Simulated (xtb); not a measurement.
xtb input (GFN1-xTB):

```bash
xtb mol.xyz --gfn 1 --sp --chrg -1 --uhf 0
```
mol.xyz:
```
4

C     -0.00754564    -0.00103938     0.55491388
F      1.05795691    -0.70184003    -0.11026606
F      0.08146965     1.26609935    -0.11985815
F     -1.13439613    -0.56356641    -0.13981838
```

Output:

```
           -------------------------------------------------
          |                Calculation Setup                |
           -------------------------------------------------

           -------------------------------------------------
          |                 G F N 1 - x T B                 |
           -------------------------------------------------

        Reference                      10.1021/acs.jctc.7b00118
      * Hamiltonian:
        H0-scaling (s, p, d)           1.850000    2.250000    2.000000
        zeta-weighting                 0.000000
      * Dispersion:
        s8                             2.400000
        a1                             0.630000
        a2                             5.000000
        s9                             0.000000
      * Repulsion:
        kExp                           1.500000
        rExp                           1.000000
      * Coulomb:
        alpha                          2.000000
        third order                    atomic
        anisotropic                    false
      * Halogen bond correction:
        rad-scale                      1.300000
        damping                        0.440000

          ...................................................
          :                      SETUP                      :
          :.................................................:
          :  # basis functions                  16          :
          :  # atomic orbitals                  16          :
          :  # shells                            8          :
          :  # electrons                        26          :
          :  # halogen bonds                     0          :
          :  max. iterations                   250          :
          :  Hamiltonian                  GFN1-xTB          :
          :  restarted?                      false          :
          :  GBSA solvation                  false          :
          :  PC potential                    false          :
          :  electronic temp.          300.0000000     K    :
          :  accuracy                    1.0000000          :
          :  -> integral cutoff          0.2500000E+02      :
          :  -> integral neglect         0.1000000E-07      :
          :  -> SCF convergence          0.1000000E-05 Eh   :
          :  -> wf. convergence          0.2000000E-04 e    :
          :  Broyden damping             0.4000000          :
          :  net charge                         -1          :
          :  unpaired electrons                  0          :
          ...................................................

 iter      E             dE          RMSdq      gap      omega  full diag
   1    -17.7262460 -0.177262E+02  0.453E+00    8.71       0.0  T
   2    -17.7345656 -0.831960E-02  0.270E+00    8.77       1.0  T
   3    -17.7346056 -0.399707E-04  0.658E-01    8.77       1.0  T
   4    -17.7346938 -0.882099E-04  0.256E-02    8.77       2.0  T
   5    -17.7346957 -0.183027E-05  0.853E-04    8.77      58.6  T
   6    -17.7346957 -0.230596E-08  0.325E-04    8.77     154.0  T
   7    -17.7346957 -0.196152E-09  0.114E-06    8.77   43692.4  T
   8    -17.7346957  0.355271E-14  0.116E-10    8.77  100000.0  T

   *** convergence criteria satisfied after 8 iterations ***

         #    Occupation            Energy/Eh            Energy/eV
      -------------------------------------------------------------
         1        2.0000           -0.5556875             -15.1210
       ...           ...                  ...                  ...
         7        2.0000           -0.2853607              -7.7651
         8        2.0000           -0.2563714              -6.9762
         9        2.0000           -0.2563714              -6.9762
        10        2.0000           -0.2372949              -6.4571
        11        2.0000           -0.2354610              -6.4072
        12        2.0000           -0.2354610              -6.4072
        13        2.0000           -0.1179247              -3.2089 (HOMO)
        14                          0.2044275               5.5628 (LUMO)
        15                          0.2044275               5.5628
        16                          0.2634519               7.1689
      -------------------------------------------------------------
                  HL-Gap            0.3223521 Eh            8.7716 eV
             Fermi-level            0.0432514 Eh            1.1769 eV

 SCC (total)                   0 d,  0 h,  0 min,  0.003 sec
 SCC setup                      ...        0 min,  0.000 sec (  3.010%)
 Dispersion                     ...        0 min,  0.000 sec (  1.330%)
 classical contributions        ...        0 min,  0.000 sec (  0.613%)
 integral evaluation            ...        0 min,  0.001 sec ( 23.307%)
 iterations                     ...        0 min,  0.001 sec ( 40.484%)
 molecular gradient             ...        0 min,  0.001 sec ( 26.074%)
 printout                       ...        0 min,  0.000 sec (  4.833%)

         :::::::::::::::::::::::::::::::::::::::::::::::::::::
         ::                     SUMMARY                     ::
         :::::::::::::::::::::::::::::::::::::::::::::::::::::
         :: total energy             -17.724164387534 Eh    ::
         :: gradient norm              0.026468343929 Eh/a0 ::
         :: HOMO-LUMO gap              8.771647973926 eV    ::
         ::.................................................::
         :: SCC energy               -17.734695653341 Eh    ::
         :: -> electrostatic           0.206668065679 Eh    ::
         :: repulsion energy           0.010988842982 Eh    ::
         :: dispersion energy         -0.000457577174 Eh    ::
         :: halogen bond corr.         0.000000000000 Eh    ::
         :: add. restraining           0.000000000000 Eh    ::
         :: total charge              -1.000000000000 e     ::
         :::::::::::::::::::::::::::::::::::::::::::::::::::::

           -------------------------------------------------
          |                Property Printout                |
           -------------------------------------------------

    * Orbital Energies and Occupations

         #    Occupation            Energy/Eh            Energy/eV
      -------------------------------------------------------------
         1        2.0000           -0.5556875             -15.1210
         2        2.0000           -0.5447282             -14.8228
         3        2.0000           -0.5447282             -14.8228
         4        2.0000           -0.3424485              -9.3185
         5        2.0000           -0.3031287              -8.2486
         6        2.0000           -0.3031287              -8.2486
         7        2.0000           -0.2853607              -7.7651
         8        2.0000           -0.2563714              -6.9762
         9        2.0000           -0.2563714              -6.9762
        10        2.0000           -0.2372949              -6.4571
        11        2.0000           -0.2354610              -6.4072
        12        2.0000           -0.2354610              -6.4072
        13        2.0000           -0.1179247              -3.2089 (HOMO)
        14                          0.2044275               5.5628 (LUMO)
        15                          0.2044275               5.5628
        16                          0.2634519               7.1689
      -------------------------------------------------------------
                  HL-Gap            0.3223521 Eh            8.7716 eV
             Fermi-level            0.0432514 Eh            1.1769 eV

  Mulliken/CM5 charges         n(s)   n(p)   n(d)
     1C     0.22919  0.27331   1.449  2.322  0.000
     2F    -0.40973 -0.42444   1.873  5.537  0.000
     3F    -0.40973 -0.42444   1.873  5.537  0.000
Note: The following floating-point exceptions are signalling: IEEE_DENORMAL
normal termination of xtb
     4F    -0.40973 -0.42444   1.873  5.537  0.000

Wiberg/Mayer (AO) data.
largest (>0.10) Wiberg bond orders for each atom

 ---------------------------------------------------------------------------
     #   Z sym  total        # sym  WBO       # sym  WBO       # sym  WBO
 ---------------------------------------------------------------------------
     1   6 C    2.492 --     3 F    0.831     2 F    0.831     4 F    0.831
     2   9 F    0.891 --     1 C    0.831
     3   9 F    0.891 --     1 C    0.831
     4   9 F    0.891 --     1 C    0.831
 ---------------------------------------------------------------------------

Topologies differ in total number of bonds
Writing topology from bond orders to xtbtopo.mol

 dipole moment from electron density (au)
     X       Y       Z
   0.0010   0.0001  -0.0764  total (Debye):    0.194

           -------------------------------------------------
          | TOTAL ENERGY              -17.724164387534 Eh   |
          | GRADIENT NORM               0.026468343929 Eh/α |
          | HOMO-LUMO GAP               8.771647973926 eV   |
           -------------------------------------------------

------------------------------------------------------------------------
------------------------------------------------------------------------
 total:
 SCF:
```
